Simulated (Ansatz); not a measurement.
`BOCCS` + CH₃OH → `BOCCO` + CH₃SH  (formal exchange of groups at a C–C bond)

Program: Ansatz. Geometries: PBE0-D4/def2-TZVP. ΔE: electronic, gas phase. CCSD(T)/CBS adds triple-zeta CCSD(T) − MP2 to the extrapolated MP2 energy (def2 sets, frozen cores). This one scheme is used for every species. Functionals use def2-TZVPP. B3LYP here is the variant with VWN-RPA as its local correlation; programs differ in this. One conformer a species, not always the lowest.

```tsv
level	ΔE (kcal/mol)	difference from CCSD(T)/CBS
PBE-D4	-0.9	-0.2
PBE0-D4	-1.0	-0.3
B3LYP-D4	-0.9	-0.2
ωB97X-V	-1.2	-0.5
ωB97M-V	-1.2	-0.5
B2PLYP	-1.1	-0.4
PBE	-1.3	-0.6
B3LYP	-1.5	-0.8
HF/def2-TZVPP	-1.9	-1.2
MP2/def2-TZVPP	-0.3	0.4
SCS-MP2/def2-TZVPP	-0.6	0.1
HF/def2-QZVPP	-1.9	-1.2
MP2/def2-QZVPP	-0.2	0.5
HF/CBS(def2)	-1.9	-1.2
MP2/CBS(def2)	-0.2	0.5
CCSD/CBS(def2)	-0.9	-0.2
CCSD(T)/CBS	-0.7	0
```

Largest T1 diagnostic among the species: 0.013.

In def2-TZVPP, CCSD(T) changes the Hartree–Fock value by +1.0 kcal/mol (the triples alone add +0.2 kcal/mol) and MP2 by +1.6 kcal/mol.
